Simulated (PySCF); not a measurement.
UHF on In⁻ (indium, charge -1)

Configuration: [Kr] 4d10 5s2 5p2, high-spin 3P determinant. All numbers are calculated (PySCF 2.14, a scalar-relativistic core potential, in aug-cc-pVQZ-PP with one added diffuse shell each of s, p, d, f, g type with ECP28MDF (8s8p6d4f3g, 117 functions)).

```json
{
 "Total energy": "-189.213401 hartree",
 "One-electron energy": "-338.6787 hartree",
 "Hartree (Coulomb) energy": "165.3820 hartree",
 "Exchange energy": "-15.9167 hartree",
 "⟨S²⟩": "2.0152",
 "⟨L²⟩": "2.032",
 "Sum of ⟨r⟩": "34.56 bohr",
 "Sum of ⟨r²⟩": "102.8 bohr²",
 "Traceless quadrupole moment −½Σ⟨3z² − r²⟩ along its main axis": "12.4 e·bohr²"
}
```

```csv
shell,electrons,mean orbital energy (hartree),spread (hartree),"rms radius, mean of both spins (bohr)"
4s α,1,-5.18802,0,0.912
4s β,1,-5.18780,0,0.912
4p α,3,-3.44124,0.00266,0.995
4p β,3,-3.44061,0.00764,0.995
4d α,5,-0.82512,0.00657,1.27
4d β,5,-0.82365,0.00955,1.27
5s α,1,-0.25923,0,3.08
5s β,1,-0.18145,0,3.08
5p α,2,-0.02109,0.00002,5.48
```

Energies and moments cover only the electrons outside the core potential.
